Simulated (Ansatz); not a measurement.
Cost and result for the atomization energy of C$_{2}$H$_{8}$O$_{2}$Si$_{2}$ (`C=C[SiH2][SiH](O)O`) (14 atoms, 13 bonds).

Cartesian coordinates in Å:
```
C 1.722 0.418 -1.471
C 0.485 0.814 -1.764
Si -0.995 0.546 -0.659
Si -0.347 -0.289 1.436
O -1.764 -0.620 2.207
O 0.640 -1.608 1.315
H 2.555 0.595 -2.146
H 1.960 -0.104 -0.548
H 0.328 1.328 -2.712
H -1.944 -0.406 -1.310
H -1.731 1.831 -0.483
H 0.474 0.658 2.236
H -1.724 -0.834 3.141
H 0.342 -2.329 0.758
```

Total charge 0; spin multiplicity 1. Geometry: relaxed with PBE0-D4/def2-TZVP. It is one conformer, not always the lowest. Program: Ansatz. All runs use 2 threads of an AMD EPYC 7R13 on a shared host and a share of an NVIDIA H100 80 GB. Times are those of one run each, without the atoms' runs, and a repeat can differ threefold. Electronic energies, without spin–orbit coupling; frozen cores. CCSD(T)/CBS adds CCSD(T) − MP2 in def2-TZVPP to the MP2 limit, and its time is that of the two runs behind it. T1 = 0.013. B3LYP takes the VWN-RPA correlation (the form of Gaussian; ORCA's B3LYP/G).

CCSD(T)/CBS is a level of theory with its own doubt, some kJ/mol a heavy atom from the limit and from the frozen cores, so smaller differences don't rank the functionals.

| level | functions | wall time | atomization (kJ/mol) | difference from CCSD(T)/CBS | per bond |
| --- | --- | --- | --- | --- | --- |
| PBE0-D4/def2-TZVPP | 320 | 2.6 s | 5256.0 | -44.0 | -3.4 |
| PBE-D4/def2-TZVPP (with forces) | 320 | 2.7 s | 5343.5 | 43.5 | 3.3 |
| B3LYP-D4/def2-TZVPP (with forces) | 320 | 3.1 s | 5274.2 | -25.8 | -2.0 |
| r2SCAN-D4/def2-TZVPP (with forces) | 320 | 3.2 s | 5289.7 | -10.3 | -0.8 |
| B2PLYP/def2-TZVPP | 320 | 3.3 s | 5221.0 | -79.0 | -6.1 |
| ωB97X-V/def2-TZVPP | 320 | 3.6 s | 5298.7 | -1.3 | -0.1 |
| ωB97M-V/def2-TZVPP (with forces) | 320 | 4.7 s | 5293.4 | -6.6 | -0.5 |
| MP2/def2-QZVPP | 608 | 6.5 s | 5319.6 | 19.6 | 1.5 |
| CCSD(T)/def2-TZVPP | 320 | 7 s | 5153.3 | -146.7 | -11.3 |
| CCSD(T)/CBS(def2) | – | 14 s | 5300.0 | 0.0 | 0.0 |

From PBE to PBE0 (25 % exact exchange), in def2-TZVPP and without D4, the atomization energy moves by −82.8 kJ/mol: exact exchange takes away binding that semilocal exchange gives to molecules. In def2-TZVPP, CCSD(T) changes the Hartree–Fock value by +1285.7 kJ/mol (the triples alone add +75.2 kJ/mol) and MP2 by +1364.5 kJ/mol; breaking electron pairs costs correlation energy, which Hartree–Fock lacks. The D4 term adds +53.1 kJ/mol with B3LYP and +28.3 kJ/mol with PBE0; it sums over pairs of atoms, weighted by their polarisabilities, and B3LYP, whose exchange is more repulsive, gets the larger term.
